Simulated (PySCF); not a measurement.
Compound: C₄H₇BO.
Atom-mapped SMILES: `[BH2:1][C:2](=[CH2:3])[O:4][CH:5]=[CH2:6]` (hydrogens: H7, H8 on B1; H9, H10 on C3; H11 on C5; H12, H13 on C6)

Computed by this run: PBE0-D3(BJ)/def2-SVP geometry optimisation, gas phase (PySCF); density fitting, grid level 1; the optimiser is geomeTRIC in internal coordinates, started from a GFN2-xTB structure with every atom displaced at random (about 0.01 Å).

Step 0: E = -6969.6117 eV
```
atom  x, y, z in Å  |  force x, y, z in eV/Å
B1     -1.1973   -1.1420   -0.8134   -0.379   2.101   0.000
C2     -0.8856    0.2980   -0.2967    0.823   0.241   0.429
C3     -1.7926    1.3008   -0.4169    2.068  -0.291   1.124
O4      0.2658    0.5805    0.4673   -2.190   0.259  -0.814
C5      1.3329   -0.1998    0.3204    0.685   0.380   0.837
C6      2.3710   -0.0691    1.1405    0.136  -0.407  -0.322
H7     -1.9947   -1.2246   -1.6712   -0.596  -0.151  -0.562
H8     -0.7319   -2.0643   -0.3333    0.826  -1.517   0.693
H9     -2.6798    1.1755   -0.9504   -1.610  -0.354  -1.104
H10    -1.6282    2.2453    0.0985    0.024   0.185   0.106
H11     1.3155   -0.8935   -0.4913   -0.012  -0.706  -0.818
H12     3.2592   -0.6712    1.0090    0.244  -0.208  -0.081
H13     2.3419    0.6400    1.9459   -0.021   0.467   0.512
```

Step 1: E = -6969.8042 eV
```
atom  x, y, z in Å  |  force x, y, z in eV/Å
B1     -1.2729   -1.1194   -0.8154    0.303  -0.279  -0.025
C2     -0.8744    0.2743   -0.2934   -0.174   0.113   0.191
C3     -1.7214    1.3145   -0.4532   -0.556  -0.229  -0.075
O4      0.1743    0.4762    0.5580    0.497   0.000   0.009
C5      1.3373   -0.1990    0.3688   -0.224  -0.119  -0.319
C6      2.3945   -0.0443    1.1610   -0.036   0.135   0.163
H7     -2.1837   -1.2255   -1.5964   -0.040   0.040   0.012
H8     -0.6746   -2.1071   -0.4317   -0.184   0.123  -0.073
H9     -2.6478    1.1651   -1.0274    0.342   0.132   0.046
H10    -1.5764    2.2634    0.0706    0.069   0.043  -0.038
H11     1.3510   -0.8704   -0.5040   -0.006   0.103   0.132
H12     3.3177   -0.5841    0.9530   -0.026  -0.035  -0.001
H13     2.3526    0.6322    2.0187    0.035  -0.026  -0.023
```

**Question.** Estimate the geometry and energy of step 2. (The exact step hangs on the optimiser's Hessian estimate; all steps are aligned on step 1, rigid shifts and turns removed.)

**Answer.** E = -6969.8149 eV, largest force 0.439 eV/Å
```
atom  x, y, z in Å  |  force x, y, z in eV/Å
B1     -1.2551   -1.1263   -0.8132   -0.001   0.034   0.035
C2     -0.8731    0.2668   -0.2648   -0.031  -0.059  -0.014
C3     -1.7426    1.2892   -0.4273    0.052   0.099   0.045
O4      0.2066    0.4849    0.5494   -0.226   0.046  -0.343
C5      1.3504   -0.2086    0.3414   -0.098   0.179   0.389
C6      2.3851   -0.0287    1.1597    0.230  -0.221  -0.142
H7     -2.1941   -1.1767   -1.5671    0.015  -0.076  -0.037
H8     -0.6806   -2.1319   -0.4645   -0.045   0.034  -0.049
H9     -2.6317    1.1824   -1.0520    0.059  -0.116   0.062
H10    -1.5809    2.2479    0.0751    0.011   0.026   0.010
H11     1.3591   -0.8986   -0.5110   -0.013   0.050   0.032
H12     3.3001   -0.5931    0.9838    0.069   0.036   0.040
H13     2.3331    0.6683    1.9990   -0.023  -0.032  -0.028
```

The energy changes by -0.0108 eV. The first-order estimate −F·Δx gives -0.0569 eV and the mean of the old and new forces, exact on a quadratic surface, -0.0111 eV. The step makes an angle of 67° with the force vector and moves no atom by more than 0.058 Å.

The cost below is that of the whole optimisation. Time: 39 s; peak memory 0.51 GiB. Hardware: an Arm Neoverse V2 with one thread, no GPU (shared host).
